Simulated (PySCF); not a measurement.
## Building multiplets from coupling constants

Bonds (- single, = double, # triple, : aromatic): F1-B2 1.322 Å, B2-F3 1.326 Å, B2-C4 1.538 Å, C4-C5 1.520 Å, C5-C6 1.481 Å, C6-C4 1.521 Å. C4 carries H7; C5 carries H8, H9; C6 carries H10, H11. H9, H10 are cis to B2 on the ring; H8, H11 are trans to B2 on the ring.

[PySCF 2.14: spin–spin couplings from B3LYP/pcJ-1 (spin–dipole term only in couplings to heteroatoms); structure optimised with PBE0-D3(BJ)/def2-SVP; σ from GIAO-PBE0/pcSseg-1; averaged over atoms made equivalent by symmetry, fast rotation or ring inversion; single conformer; gas phase; no relativistic terms]

Shifts are taken against calculated references (same method and geometry level): CFCl3 for 19F; 13C and 1H vs TMS.

Spectrometer: 600 MHz for 1H. First-order analysis; couplings under 1 Hz (under 4 Hz in carbon signals) are ignored, and nearly equal couplings are merged; the smaller ones broaden or split the lines further.

Question: What pattern does F1/F3 show (19F)?

Answer: A doublet at δ -77.6: 6.5 Hz to H7 (1 × 1H, 3 bonds away). Lines in Hz from the centre (relative intensity): +3.2 (1), -3.2 (1). The outer lines are 6.5 Hz apart, the sum of the couplings kept, or 0.012 ppm at this field.

Question: What pattern does C5/C6 show in the proton-coupled 13C spectrum?

Answer: A triplet at δ 7.4: 172.8 Hz to H9/H10 and H8/H11 (2 × 1H, 1 bond away). Lines in Hz from the centre (relative intensity): +172.8 (1), +0.0 (2), -172.8 (1). The outer lines are 345.6 Hz apart, the sum of the couplings kept, or 2.291 ppm at this field.

Question: What pattern does H7 show (1H)?

Answer: A triplet of triplets of triplets at δ -0.11: 10.3 Hz to H8/H11 (2 × 1H, 3 bonds away), 6.6 Hz to H9/H10 (2 × 1H, 3 bonds away), 6.5 Hz to F1/F3 (2 × 19F, 3 bonds away).

Unscaled 3J(H,H) at this level run about 10 % above measured values. Vicinal couplings across rotatable single bonds and in flexible rings belong to the one computed conformer; a conformer average would change them.
